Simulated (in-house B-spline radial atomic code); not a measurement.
## Ionising Tl76+ with different functionals

Computed with a B-spline radial code for spherical atoms: scalar-relativistic (spin-free X2C) Hamiltonian, Fermi nucleus of rms radius 5.4759 fm, spin-polarised at highest spin, spherical fractional occupations for the functionals. The ionisation energy is the difference of two self-consistent energies, [He] 2s2 2p1 → [He] 2s2, without Breit or QED terms; ε is the level of the shell that loses the electron (its least bound occupied spin orbital). There is no spin-orbit coupling in this Hamiltonian.

Hybrids are left out here: with spherical fractional occupations of an open shell their exact exchange keeps a self-interaction that integer-occupation calculations don't have.

```csv
method,rung,ΔSCF (eV),-ε(2p) (eV)
LDA exchange-only,LDA,21694.1,21509.9
PW91,GGA,21708.7,21523.7
PBE,GGA,?,?
r2SCAN,meta-GGA,?,?
```

**Question.** What does PBE give?

**Answer.** ΔSCF 21706.5 eV, and -ε(2p) = 21521.4 eV.

**Question.** What does r2SCAN give?

**Answer.** ΔSCF 21698.4 eV, and -ε(2p) = 21522.4 eV.

**Question.** How do they compare with the NIST value?

**Answer.** NIST lists 23250 eV ± 110 (tabulated theory, ground level to ground level). Errors run from -1555.9 to -1541.3 eV. The correlated functionals all miss on the same side by more than they spread, so the cause is common to them (spin-orbit coupling, Breit-QED terms, multiplet and fine-structure energies, or a listed next ion that isn't the cheapest removal here) and closeness doesn't rank the functionals.
